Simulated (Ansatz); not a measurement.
An input meant for LaF₃ (charge 0, singlet).

```yaml
crystal:
  periodic: [false, false, false]
  atoms:
    - {symbol: La, position_ang: [-0.188638, 0.186173, -0.043085]}
    - {symbol: F, position_ang: [-0.205140, -0.021907, 1.236461]}
    - {symbol: F, position_ang: [-0.628384, -0.800657, -0.844693]}
    - {symbol: F, position_ang: [1.126900, 0.633261, -0.554760]}
basis:
  gaussian: {orbitals: def2-SVP, fitting: {mean_field: def2-universal-jkfit}}
hamiltonian: {xc: {name: BHLYP}}
scf: {omitted_lower_state_checks: [starts]}
output: {forces: true}
```

```sh
$ ansatz run in.yaml --threads 4 --pin off --events-out ev --progress --plain --max-ram 3916MiB
```

Shortened log:

```
Functional definition: BHLYP
458 factors; integrals over basis functions are off by at most 7.8e-2 eV
mean field evaluation 1: about -8932.8040 eV, gradient 7.3e1 eV
mean field evaluation 2: about -8930.4950 eV, gradient 8.3e1 eV
mean field evaluation 4: about -8940.7238 eV, gradient 3.2e0 eV
mean field evaluation 8: about -8940.7392 eV, gradient 4.7e-2 eV
mean field evaluation 16: about -8940.7392 eV, gradient 1.7e-5 eV
mean field -8940.73915789 eV, -328.5661038017 hartree, gradient 1.7e-5 eV, S^2 0.000000; 0 other end points of the search recorded, 0 dependent functions left out
reference -8940.73929784 eV, -328.5661089450 hartree; 19, 19 occupied and 55, 55 virtual orbitals, 458 factors
Total energy: -8940.73929784 eV, -328.5661089450 hartree
Atom 0 at    -0.188638     0.186173    -0.043085 Å, force   -22.156549    73.226279   -35.756594 eV/Å
Atom 1 at    -0.205140    -0.021907     1.236461 Å, force    -1.084726   -19.332732   114.412085 eV/Å
Atom 2 at    -0.628384    -0.800657    -0.844693 Å, force   -30.920566   -71.517853   -57.567475 eV/Å
Atom 3 at     1.126900     0.633261    -0.554760 Å, force    54.161841    17.624307   -21.088015 eV/Å
Dipole moment:    -0.042246    -0.261869     0.125176 e Å
Checks for a lower state left out: starts
```

Something in this input is off. What?

The geometry is squeezed to about two thirds of its size. Self-consistency was reached. The result belongs to that input, not to the species as meant.
